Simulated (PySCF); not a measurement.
Ligands exchanged one at a time, Ge C2H5-I. All species are isolated molecules in the gas phase. One relaxed conformer stands for each flexible species; it need not be the lowest. Strings in code marks are SMILES.

The HOMO–LUMO gap from two functionals at the same geometries (B3LYP-D3(BJ)/def2-SVP), both in PySCF: PBE-D3(BJ)/def2-TZVP and ωB97X-D3(BJ)/def2-TZVP. 

```tsv
species	ωB97X-D3(BJ)/def2-TZVP (eV)
0 of 4 C2H5 replaced by I (`C[CH2][Ge]([CH2]C)([CH2]C)[CH2]C`)	12.50
1 of 4 C2H5 replaced by I	11.08
2 of 4 C2H5 replaced by I (`C[CH2][Ge]([I])([I])[CH2]C` (C–C–Ge–I torsion 58°, I–Ge–C–C torsion -59°))	10.00
3 of 4 C2H5 replaced by I (`C[CH2][Ge]([I])([I])[I]` (C–C–Ge–I torsion 180°))	9.05
4 of 4 C2H5 replaced by I (`[I][Ge]([I])([I])[I]`)	8.29
```

Q: What does PBE-D3(BJ)/def2-TZVP give for each?

A: 
- 0 of 4 C2H5 replaced by I (`C[CH2][Ge]([CH2]C)([CH2]C)[CH2]C`): 6.31
- 1 of 4 C2H5 replaced by I: 4.82
- 2 of 4 C2H5 replaced by I (`C[CH2][Ge]([I])([I])[CH2]C` (C–C–Ge–I torsion 58°, I–Ge–C–C torsion -59°)): 3.91
- 3 of 4 C2H5 replaced by I (`C[CH2][Ge]([I])([I])[I]` (C–C–Ge–I torsion 180°)): 3.04
- 4 of 4 C2H5 replaced by I (`[I][Ge]([I])([I])[I]`): 2.37
Over these rows, drawn at random from the members with no instability flagged (it was tested for open shells, ions and some series alone), PBE minus ωB97X-D3(BJ): mean -6.09 eV, from -6.26 eV to -5.92 eV.
